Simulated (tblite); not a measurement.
C6H7FN (doublet state).
Numbering: `[CH3:1][C:2]1=[CH:3][CH:4]=[CH:5][N:6][C@H:7]1[F:8]` (hydrogens: H9, H10, H11 on C1; H12 on C3; H13 on C4; H14 on C5; H15 on C7)

All values are computed: GFN2-xTB (tblite) harmonic vibrations without scaling, gas phase. The method is semi-empirical: single wavenumbers can be off by several per cent or more. Open shells enter through the occupations alone, without spin polarisation, and single modes of such species can be off by tens of per cent.

Harmonic wavenumbers (cm⁻¹): 58.1, 114.3, 203.1, 251.7, 353.5, 398.2, 459.0, 478.0, 538.6, 634.7, 718.8, 789.7, 844.3, 901.6, 914.0, 964.6, 998.9, 1005.3, 1037.7, 1081.0, 1143.2, 1191.4, 1219.4, 1239.4, 1297.6, 1334.8, 1389.6, 1398.7, 1452.1, 1459.3, 1519.5, 1582.6, 2730.4, 2978.1, 3006.2, 3043.8, 3048.7, 3060.5, 3111.1.

A = 3067, B = 2265, C = 1384 MHz; mass 112.056 u (most abundant isotopes); point group C1, symmetry number 1; spin multiplicity 2.

**Question.** What is the zero-point energy?

**Answer.** ½Σν̃ = 24976 cm⁻¹ = 298.78 kJ/mol.

**Question.** Give the ideal-gas entropy at 500 K and 1 bar in the rigid-rotor, harmonic-oscillator model (classical rotation).

**Answer.** Translation 178.46, rotation 123.20, vibration 137.75, spin (R ln 2) 5.76: S = 445.2 J/(mol K).

**Question.** And Cp and H(500 K) − H(0)?

**Answer.** Cp = 189.40 J/(mol K), of which vibrations give 156.14 (their classical limit is 39 R = 324.3); H(500 K) − H(0) = 54.32 kJ/mol without the zero-point energy, 37.69 from vibrations.

**Question.** Which modes carry the vibrational entropy at 500 K?

**Answer.** 58.1 cm⁻¹: 23.20; 114.3 cm⁻¹: 17.60; 203.1 cm⁻¹: 12.90; 251.7 cm⁻¹: 11.18; 353.5 cm⁻¹: 8.52; 398.2 cm⁻¹: 7.62 J/(mol K); the other 33 give 56.74 together.

**Question.** Blend soft modes into free rotors: weight 1/[1 + (100 cm⁻¹/ν̃)⁴] for the oscillator and the rest for a rotor with moment μB/(μ + B), μ = h/(8π²ν), B = 10⁻⁴⁴ kg m². What vibrational entropy results?

**Answer.** 130.01 J/(mol K) in place of 137.75, which changes −T·S at 500 K by +3.87 kJ/mol.

**Question.** How do the functions run with temperature in this model?

**Answer.** 
```csv
T (K),S (J/(mol K)),Cp (J/(mol K)),H − H(0) (kJ/mol),G − H(0) (kJ/mol),ln q(vib)
150,299.1,73.6,7.77,-37.11,1.59
250,344.4,107.0,16.76,-69.33,3.15
298.15,364.7,124.3,22.33,-86.40,3.95
400,406.2,159.7,36.82,-125.68,5.71
600,481.9,213.6,74.51,-214.64,9.32
900,578.8,263.0,146.71,-374.23,14.69
```

q(vib) and H(0) count from the zero-point level.

**Question.** What must be added to the electronic energy to get the Gibbs energy at 500 K and 1 bar?

**Answer.** ZPE + [H(500 K) − H(0)] − T·S = 298.78 + 54.32 − 222.59 = 130.51 kJ/mol.

Hindered rotation and anharmonicity are outside this model. The structure is chiral; the term R ln 2 for an equal mix with its mirror image is left out.
